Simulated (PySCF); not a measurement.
Gas-phase reaction: 2 GaH + 4 HCl → 2 GaCl₂ + 3 H₂

Computed with PySCF and rigid-rotor harmonic-oscillator thermochemistry at 1 bar. † marks an energy on the PBE0/def2-TZVP geometry and frequencies; other levels use their own. MP2 freezes the core. Open shells (unrestricted): GaCl₂ (multiplicity 2); the rest are closed-shell singlets. Ga: all electrons, no relativistic terms. GaH, GaCl₂: computed as isolated molecules; such fragments, hydroxides, amides, oligomers or adducts are transient or little studied in the gas. MP2 isn't extrapolated to the basis-set limit.

```json
[
 {"level": "BLYP/def2-TZVP†", "ΔH°(298 K), kJ": "-353"},
 {"level": "MP2/def2-SVP†", "ΔH°(298 K), kJ": "…"},
 {"level": "PBE0/def2-QZVP†", "ΔH°(298 K), kJ": "-376"},
 {"level": "PBE0/def2-TZVP", "ΔH°(298 K), kJ": "-390"},
 {"level": "ωB97M-V/def2-TZVP†", "ΔH°(298 K), kJ": "…"}
]
```

Problem. Some entries are withheld; supply them.

Solution. 
- MP2/def2-SVP†, ΔH°(298 K), kJ: -413
- ωB97M-V/def2-TZVP†, ΔH°(298 K), kJ: -371
